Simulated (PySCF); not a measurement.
A PySCF script (with the pyscf-properties extension) for the NMR shieldings of `InChI=1S/CH7PSSi/c1-3-4-2/h2,4H2,1H3`, on a GFN2-xTB, dihedral held geometry:

```python
import basis_set_exchange as bse
import numpy as np
from pyscf import gto, dft
from pyscf.prop import nmr

atoms = """
C     0.365262    0.806717    2.262678
S     0.833873    0.634502    0.510383
Si   -0.937425   -0.294012   -0.290784
P    -2.832881    0.889727   -0.065455
H     0.203375   -0.175408    2.696148
H     1.192452    1.301118    2.760281
H    -0.531014    1.415169    2.347676
H    -0.607842   -0.448496   -1.697484
H    -1.123811   -1.563878    0.410519
H    -2.270708    2.107115   -0.410777
H    -2.684053    1.139356    1.289259
"""
names = dict.fromkeys(["C", "S", "Si", "P", "H"], "pcSseg-1")
basis = {el: gto.basis.parse(bse.get_basis(n, elements=[el], fmt="nwchem")) for el, n in names.items()}
mol = gto.M(atom=atoms, basis=basis, charge=0, verbose=0)
mf = dft.RKS(mol, xc="PBE0")
mf.grids.level = 2
mf.grids.alignment = dft.numint.BLKSIZE   # the property module wants whole blocks of grid points
mf.conv_tol = 1e-9
mf.kernel()

calc = nmr.RKS(mf)   # GIAO
C = mf.mo_coeff
Co = C[:, mf.mo_occ > 0]
resp = mf.gen_response(singlet=True, hermi=2)
def vind(x):   # induced exchange potential for any number of trial vectors
    d = np.einsum("pi,xij,qj->xpq", C, 2 * x.reshape(-1, C.shape[1], Co.shape[1]), Co, optimize=True)
    return np.einsum("xpq,pi,qj->xij", resp(d - d.transpose(0, 2, 1)), C, Co, optimize=True).ravel()
mo1, _ = nmr.rhf.solve_mo1(calc, with_cphf=vind)
sigma = calc.kernel(mo1)
for i, s in enumerate(sigma):   # ppm
    w = np.linalg.eigvalsh((s + s.T) / 2)
    print("%2d %-2s iso %8.1f  s11 %8.1f  s22 %8.1f  s33 %8.1f" % (i, mol.atom_pure_symbol(i), w.mean(), *w))
```

**Question.** What does it print?

**Answer.** 
```
 0 C  iso    173.0  s11    162.9  s22    165.7  s33    190.2
 1 S  iso    672.9  s11    616.5  s22    641.4  s33    760.8
 2 Si iso    373.8  s11    282.2  s22    397.1  s33    442.2
 3 P  iso    609.0  s11    530.8  s22    593.3  s33    702.9
 4 H  iso     29.9  s11     24.7  s22     27.2  s33     37.8
 5 H  iso     29.5  s11     23.7  s22     26.7  s33     38.2
 6 H  iso     29.7  s11     23.6  s22     29.5  s33     36.1
 7 H  iso     26.9  s11     22.3  s22     25.3  s33     32.9
 8 H  iso     26.7  s11     21.7  s22     25.8  s33     32.7
 9 H  iso     30.7  s11     25.8  s22     27.5  s33     38.8
10 H  iso     30.0  s11     24.6  s22     28.8  s33     36.6
```

These numbers come from an equivalent density-fitted implementation of the same equations, which agrees with the script to about 0.01 ppm for H and up to a few tenths of a ppm for heavy atoms, so last digits may differ.

The geometry is no minimum: GFN2-xTB, dihedral held.

Size and cost of the density-fitted run: 124 basis functions, 8.8 s wall time on 1 thread of an Arm Neoverse V2, shared host; peak memory 0.58 GiB.
